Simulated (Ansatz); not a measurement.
Computed with Ansatz on PBE0-D4/def2-TZVP structures; ΔE is electronic, products minus reactants. CBS: MP2 limit from def2 TZ/QZ plus the TZ coupled-cluster correction, frozen cores. This one scheme is used for every species. DFT in def2-TZVPP. One conformer a species, not always the lowest.

Reaction (formal exchange of groups at a C–Al bond): `C[O][AlH][CH2]F` + `C[SiH3]` → `FCC[SiH3]` + `C[O][AlH2]`

(1) Is it downhill or uphill in electronic energy at CCSD(T)/CBS, and by how much? (Estimate.)

(2) What do these levels give: ωB97M-V, PBE, CCSD/def2-TZVPP, CCSD(T)/def2-TZVPP, HF/CBS(def2), MP2/CBS(def2)? (Estimate.)

Largest T1 diagnostic among the species: 0.012.

Answers

(1) The calculation gave: Uphill: ΔE = +15.0 kJ/mol.

(2) Ansatz gave: ωB97M-V 16.6, PBE 20.6, CCSD/def2-TZVPP 12.4, CCSD(T)/def2-TZVPP 12.5, HF/CBS(def2) 8.8, MP2/CBS(def2) 15.2 kJ/mol.

In def2-TZVPP, CCSD(T) changes the Hartree–Fock value by +4.0 kJ/mol (the triples alone add +0.2 kJ/mol) and MP2 by +4.2 kJ/mol. From PBE to PBE0 (25 % exact exchange), in def2-TZVPP and without D4, ΔE moves by −3.6 kJ/mol.
